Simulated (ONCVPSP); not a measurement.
**Nd (Z = 60), ONCV: configuration errors across variants**

neodymium (Nd), optimised norm-conserving Vanderbilt (ONCV), made with ONCVPSP 4.0.1 (PBE, scalar-relativistic). Core [Kr] 4d10 4f3, reference 5s2 5p6 5d1 6s1 (charge +1). Waves: 5s+6s: rc 2.60 bohr, ncon 4, nbas 8, qcut 6 1/bohr, 2 projectors; 5p: rc 2.05 bohr, ncon 4, nbas 7, qcut 6 1/bohr, 2 projectors, debl 3 Ha; 5d: rc 2.45 bohr, ncon 4, nbas 9, qcut 3.5 1/bohr, 2 projectors, debl 3 Ha. Local part: polynomial inside 1.45 bohr (lpopt 5, dvloc0 0 Ha). Core correction: Teter function, fcfact 2.75, rcfact 1.3.

All-electron excitation energies from the reference (eV): (1) 5s2 5p6 5d1 6s2 -6.265; (2) 5s2 5p6 5d1 6s0 11.434; (3) 5s2 5p6 5d0 6s0 30.932; (4) 5s2 5p6 5d1.5 6s1.5 -5.739.

Errors AE − PS in meV (a dash: test not solved or not reliable):

```tsv
change	(1)	(2)	(3)	(4)	bound ghosts	GHOST(+) flags above zero
base	+3.4	+1.5	-28	-1.3	none	s
d: rc 1.78	+3.4	+1.5	-32	-1.5	none	s
d: rc 2	+3.4	+1.5	-32	-1.4	none	s
d: rc 2.38	+3.4	+1.5	-29	-1.3	none	s
d: rc 2.58	+3.4	+1.4	-24	-1.2	none	s, d
d: rc 3.02	+3.2	+0.4	-3.5	-0.5	none	s, d
d: rc 3.58	+2.3	-3.6	+50	+1.3	none	s, d
```

Q: Give the same row for: d: rc 3.18.

A: +3.0, -0.5, +8.8, -0.2; bound ghosts: none; GHOST(+) flags above zero: s, d.
